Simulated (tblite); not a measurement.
C₆H₁₁O₂ (doublet state).
Z-matrix (Å and degrees, GFN2-xTB geometry), rows numbered from 1:
```
C 
C   1  1.5244
C   2  1.5164  1  111.55
C   3  1.5302  2  117.84  1   171.03
O   4  1.4278  3   92.24  2  -123.40
C   5  1.4430  4   92.88  3     6.36
C   6  1.4677  3  118.90  2  -121.07
O   7  1.3620  6  118.47  3   -78.16
H   1  1.0870  2  110.43  3  -178.19
H   1  1.0874  2  110.56  3    61.76
H   1  1.0874  2  110.41  3   -58.08
H   2  1.0932  1  109.62  3  -120.56
H   2  1.0925  1  109.62  3   121.32
H   3  1.0910  2  110.75  1   -56.66
H   4  1.0943  3  114.22  2    -9.03
H   4  1.0933  3  116.89  2   120.68
H   6  1.0977  3  111.44  2    10.90
H   7  1.0721  6  122.98  3    80.84
H   8  0.9724  7  105.70  6   -17.48
```

All values are computed: GFN2-xTB (tblite) harmonic vibrations without scaling, gas phase. This tight-binding method is rough: wavenumbers can miss measured ones by several per cent, in bad cases by 10 to 20. One conformer, not necessarily the lowest. Open shells enter through the occupations alone, without spin polarisation, and single modes of such species can be off by tens of per cent.

Harmonic wavenumbers (cm⁻¹): 59.4, 93.3, 102.6, 177.5, 202.6, 239.5, 265.9, 350.8, 396.5, 440.7, 592.2, 646.5, 718.1, 806.7, 867.9, 931.4, 967.7, 979.3, 1034.8, 1054.4, 1067.8, 1087.0, 1110.8, 1115.8, 1135.3, 1151.8, 1195.9, 1199.2, 1239.2, 1252.1, 1259.2, 1285.4, 1300.2, 1357.4, 1378.3, 1415.0, 1483.5, 1488.1, 1499.3, 1504.5, 2873.7, 2925.4, 2950.7, 2960.1, 2974.2, 2980.8, 3038.9, 3041.3, 3045.5, 3157.5, 3386.2.

A = 3171, B = 1467, C = 1126 MHz; mass 115.076 u (most abundant isotopes); point group C1, symmetry number 1; spin multiplicity 2.

Question: Zero-point energy?

Answer: ½Σν̃ = 34894 cm⁻¹ = 99.77 kcal/mol.

Question: What is S at 298.15 K and 1 bar for an ideal gas of classical rigid rotors and harmonic oscillators?

Answer: Translation 40.16, rotation 28.51, vibration 25.01, spin (R ln 2) 1.38: S = 95.1 cal/(mol K).

Question: And Cp and H(298.15 K) − H(0)?

Answer: Cp = 34.89 cal/(mol K), of which vibrations give 26.94 (their classical limit is 51 R = 101.3); H(298.15 K) − H(0) = 6.37 kcal/mol without the zero-point energy, 4.00 from vibrations.

Question: How do the functions run with temperature in this model?

Answer: 
| T (K) | S (cal/(mol K)) | Cp (cal/(mol K)) | H − H(0) (kcal/mol) | G − H(0) (kcal/mol) | ln q(vib) |
| --- | --- | --- | --- | --- | --- |
| 50 | 58.1 | 12.3 | 0.48 | -2.43 | 0.33 |
| 100 | 68.3 | 17.6 | 1.23 | -5.60 | 1.32 |
| 373.15 | 103.7 | 42.4 | 9.27 | -29.42 | 7.53 |
| 500 | 117.8 | 54.0 | 15.41 | -43.48 | 10.44 |
| 750 | 143.0 | 70.2 | 31.09 | -76.15 | 16.15 |
| 1000 | 164.7 | 80.7 | 50.04 | -114.67 | 21.62 |

q(vib) and H(0) count from the zero-point level.

Question: Blend soft modes into free rotors: weight 1/[1 + (100 cm⁻¹/ν̃)⁴] for the oscillator and the rest for a rotor with moment μB/(μ + B), μ = h/(8π²ν), B = 10⁻⁴⁴ kg m². What vibrational entropy results?

Answer: 23.39 cal/(mol K) in place of 25.01, which changes −T·S at 298.15 K by +0.48 kcal/mol.

Question: Which modes carry the vibrational entropy at 298.15 K?

Answer: 59.4 cm⁻¹: 4.48; 93.3 cm⁻¹: 3.59; 102.6 cm⁻¹: 3.40; 177.5 cm⁻¹: 2.35; 202.6 cm⁻¹: 2.11; 239.5 cm⁻¹: 1.81 cal/(mol K); the other 45 give 7.26 together.

Question: What must be added to the electronic energy to get the Gibbs energy at 298.15 K and 1 bar?

Answer: ZPE + [H(298.15 K) − H(0)] − T·S = 99.77 + 6.37 − 28.34 = 77.80 kcal/mol.

Hindered rotation and anharmonicity are outside this model. Other conformers, if any are populated, would add a mixing term that is left out. The structure is chiral; the term R ln 2 for an equal mix with its mirror image is left out.

Time: 0.59 s of wall time. Hardware: Arm Neoverse V1, one thread, shared host. This covers the Hessian and the dipole derivatives.
